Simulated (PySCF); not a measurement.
Si(H)(Me)(Et)(OEt), C₅H₁₄OSi, SMILES O([SiH](C)CC)CC (GFN2-xTB optimised geometry):

```
21

Si    -0.252    -0.448     0.000
C      1.654    -0.448     0.000
C     -0.968     1.308     0.000
C     -0.527     2.110     1.216
O     -0.865    -1.074    -1.369
C     -0.637    -2.338    -1.926
C     -1.326    -2.430    -3.279
H     -0.704    -1.223     1.171
H      2.057     0.037     0.883
H      2.048     0.075    -0.869
H      2.051    -1.460    -0.021
H     -2.057     1.260    -0.018
H     -0.670     1.839    -0.905
H      0.555     2.216     1.234
H     -0.831     1.613     2.133
H     -0.965     3.107     1.208
H     -1.026    -3.107    -1.248
H      0.441    -2.503    -2.037
H     -1.159    -3.410    -3.717
H     -2.394    -2.267    -3.161
H     -0.932    -1.668    -3.947
```

Calculation: PySCF 2.14.0 with CAM-B3LYP/def2-SVP.

Q: What are the frontier orbital energies and the dipole moment?

A: HOMO-2 -10.14 eV, HOMO-1 -9.23 eV, HOMO -9.05 eV, LUMO 2.54 eV, LUMO+1 2.62 eV; dipole moment 0.89 D.

Meta-Löwdin charges at CAM-B3LYP/def2-SVP: Si1 1.00, C2 -0.56, C3 -0.41, C4 -0.28, O5 -0.62, C6 0.06, C7 -0.29, H8 -0.16, H9 0.11, H10 0.11, H11 0.11, H12 0.10, H13 0.10, H14 0.09, H15 0.09, H16 0.09, H17 0.08, H18 0.08, H19 0.10, H20 0.10, H21 0.10.
